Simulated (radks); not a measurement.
Results of a calculation; reference values are marked as such.
Eu4+, 59 electrons, occupied as [Xe] 4f5.

Code: a radial shooting solver on a logarithmic mesh with Libxc functionals. Model: scalar-relativistic Kohn-Sham, SCAN, spin-unpolarised, spherical densities, finite nucleus; meta-GGA in the generalised Kohn-Sham scheme; Fermi nuclear charge, rms radius 5.1115 fm.

Energy parts (eV):
total: -295023.66
kinetic: 316061.22
electron-nucleus: -715990.95
Hartree: 111471.21
exchange-correlation: -6565.13

Orbitals (lengths in bohr, moments of r in powers of bohr; r(max) is where P^2 peaks):
| orbital | occ. | eigenvalue (eV) | r(max) |
|---|---|---|---|
| 1s | 2 | -48487.81 | 0.01420 |
| 2s | 2 | -8028.892 | 0.08047 |
| 2p | 6 | -7155.013 | 0.06514 |
| 3s | 2 | -1819.334 | 0.2285 |
| 3p | 6 | -1545.365 | 0.2242 |
| 3d | 10 | -1179.439 | 0.1841 |
| 4s | 2 | -407.7158 | 0.5269 |
| 4p | 6 | -316.7380 | 0.5493 |
| 4d | 10 | -189.6660 | 0.5709 |
| 5s | 2 | -90.4968 | 1.204 |
| 5p | 6 | -66.8182 | 1.344 |
| 4f | 5 | -52.3515 | 0.5763 |

The highest occupied level is 4f at -52.351 eV. The density falls to 0.001 e/bohr^3 at r = 3.11 bohr. Summed over all electrons, <r^2> = 32.41 bohr^2, which gives a Langevin (diamagnetic) susceptibility term of -25.7 x 10^-6 cm^3/mol. The electron density at the nucleus is 6.055e+05 e/bohr^3 (large components only).
